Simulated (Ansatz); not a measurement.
Frontier orbitals of `C[N](C)[Mg][F]`.

```xyz
11

C     0.1681    0.6972   -1.1157
N     0.1838   -0.0740    0.0999
C    -1.1563   -0.3051    0.5725
Mg    1.7458   -0.6925    0.9590
F     3.1978   -1.2687    1.7577
H    -0.3076    1.6833   -0.9792
H    -0.3862    0.1910   -1.9242
H     1.1807    0.8819   -1.4918
H    -1.6925    0.6352    0.7860
H    -1.1645   -0.8928    1.4974
H    -1.7690   -0.8554   -0.1617
```

Total charge 0; spin multiplicity 1. Correlated methods include outer-core shells of Mg, which these sets cover unevenly. The geometry is a stationary point of PBE0-D4/def2-TZVP. It is one conformer, not always the lowest. Basis def2-TZVPP, the Gaussian-basis code of Ansatz.

| functional | HOMO (eV) | LUMO (eV) |
| --- | --- | --- |
| BLYP | -4.39 | -2.03 |

Problem. Give HOMO and LUMO (eV) with LDA (SPW92), PBE, revPBE, r2SCAN, B97M-V, PBE0, B3LYP, r2SCANh, r2SCAN0, HSE06 (plane-wave form), BHLYP, CAM-B3LYP, LC-ωPBE, ωB97X-V, ωB97M-V, HF. (Estimate.)

Solution. The calculation gave: 
| functional | HOMO | LUMO |
| --- | --- | --- |
| LDA (SPW92) | -4.62 | -2.24 |
| PBE | -4.47 | -2.03 |
| revPBE | -4.40 | -1.89 |
| r2SCAN | -4.65 | -1.56 |
| B97M-V | -4.76 | -1.99 |
| PBE0 | -5.69 | -1.28 |
| B3LYP | -5.52 | -1.60 |
| r2SCANh | -5.12 | -1.33 |
| r2SCAN0 | -5.83 | -1.00 |
| HSE06 (plane-wave form) | -5.30 | -1.64 |
| BHLYP | -6.90 | -0.74 |
| CAM-B3LYP | -7.09 | -0.58 |
| LC-ωPBE | -8.36 | 0.61 |
| ωB97X-V | -8.06 | 0.41 |
| ωB97M-V | -8.00 | -0.01 |
| HF | -8.77 | 0.92 |

B3LYP here is the variant with VWN-RPA as its local correlation; programs differ in this. LC-ωPBE has ω = 0.4 bohr⁻¹.
